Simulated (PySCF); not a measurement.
borazine (B3H6N3), SMILES B1NBNBN1. Atoms are numbered in the order given.

```xyz
12

B      1.4488     0.0000     0.0000
N      0.7046     1.2204     0.0000
B     -0.7244     1.2547     0.0000
N     -1.4092     0.0000     0.0000
B     -0.7244    -1.2547     0.0000
N      0.7046    -1.2204     0.0000
H      2.6559     0.0000     0.0000
H      1.2111     2.0977     0.0000
H     -1.3280     2.3001     0.0000
H     -2.4222     0.0000     0.0000
H     -1.3280    -2.3001     0.0000
H      1.2111    -2.0977     0.0000
```
Charge 0, spin multiplicity 1.

Geometry: B3LYP-D3(BJ)/def2-SVP.

Two levels are set side by side: PBE/pcSseg-1 (PySCF) and B3LYP/pcSseg-1 (PySCF). GIAO shifts against BF3 (¹¹B), NH3 (¹⁵N), TMS (¹H) at the same level; non-relativistic, no solvent, atoms listed together averaged. Differences are taken from unrounded values.

```tsv
quantity	B3LYP	PBE	PBE minus B3LYP
δ(¹¹B) of B1, B3, B5 (ppm)	16.6	14.1	-2.5
δ(¹⁵N) of N2, N4, N6 (ppm)	151.3	158.8	7.6
δ(¹H) of H7, H9, H11 (ppm)	4.94	5.10	0.16
δ(¹H) of H8, H10, H12 (ppm)	5.89	6.26	0.37
```

Rough cost on one machine, each run with all the roots and properties that it gave: B3LYP against PBE within a factor of 2.
